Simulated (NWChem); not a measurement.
Molecule: CH₄F₂O₂Si; SMILES O[SiH](O)C(F)F

```xyz
10

O     -1.3729    -0.9662     0.7405
Si    -0.2144    -0.8316    -0.4346
O      1.0440    -1.8593    -0.1637
C      0.3542     1.0001    -0.3242
F      1.1597     1.1528     0.7652
F     -0.7655     1.7640    -0.1152
H     -1.7659    -0.1298     1.0146
H     -0.7082    -1.1465    -1.7954
H      1.4571    -1.8241     0.7052
H      0.8853     1.4229    -1.1967
```
Atoms are numbered in this order, from 1.

Results from NWChem. Pople sets run with spherical d functions. Coordinates come from a PBE0/def2-SVP optimisation. B3LYP is NWChem's, with the RPA form of VWN correlation. Atomic charges in e: unrestrained fits to the electrostatic potential beside Mulliken populations; buried atoms are poorly determined by the fit.

For level B3LYP/def2-SVP:

| Quantity | Value |
|---|---|
| ESP O1 | -0.60 |
| Mulliken O1 | -0.39 |
| ESP Si2 | 0.78 |
| Mulliken Si2 | 0.74 |
| ESP O3 | -0.62 |
| Mulliken O3 | -0.38 |
| Mulliken C4 | 0.24 |
| Mulliken F5 | -0.24 |

Question: How do the values read with level Hartree-Fock/6-31G* instead?

Answer: 
| Item | Result |
|---|---|
| ESP O1 | -0.71 |
| Mulliken O1 | -0.89 |
| ESP Si2 | 0.96 |
| Mulliken Si2 | 1.27 |
| ESP O3 | -0.73 |
| Mulliken O3 | -0.88 |
| Mulliken C4 | 0.42 |
| Mulliken F5 | -0.44 |
